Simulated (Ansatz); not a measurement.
A structure relaxed at PBE0-D4/def2-TZVP, charge 0, multiplicity 1:

| atom | x (Å) | y (Å) | z (Å) |
| --- | --- | --- | --- |
| C1 | 0.6667 | -2.4579 | 1.3684 |
| O2 | 0.7787 | -1.2789 | 0.6404 |
| Zr3 | 0.7222 | 0.2639 | -0.4796 |
| N4 | 1.7005 | 1.7515 | 0.4968 |
| Cl5 | 1.8149 | -0.2593 | -2.5444 |
| O6 | -1.0317 | 0.9026 | -0.8716 |
| C7 | -2.3579 | 1.2018 | -1.1616 |
| H8 | 1.1738 | -3.2761 | 0.8473 |
| H9 | -0.3844 | -2.7318 | 1.5056 |
| H10 | 1.1246 | -2.3391 | 2.3557 |
| H11 | 1.5200 | 2.7406 | 0.3950 |
| H12 | 2.4402 | 1.6241 | 1.1737 |
| H13 | -2.4909 | 1.3313 | -2.2404 |
| H14 | -2.6561 | 2.1290 | -0.6614 |
| H15 | -3.0207 | 0.3983 | -0.8240 |

Give its formula and SMILES.

C2H8ClNO2Zr, `C[O][Zr]([NH2])([Cl])[O]C`.

Point group (tolerance 0.08 Å, 0.16 Å for H)?

Cs.

Summarise the bond lengths by kind.

2 × C–O 1.390 Å; 6 × C–H 1.095 Å; 2 × O–Zr 1.907 Å; 1 × N–Zr 2.031 Å; 1 × Cl–Zr 2.394 Å; 2 × H–N 1.011 Å.

Results of the Gaussian-basis code of Ansatz.
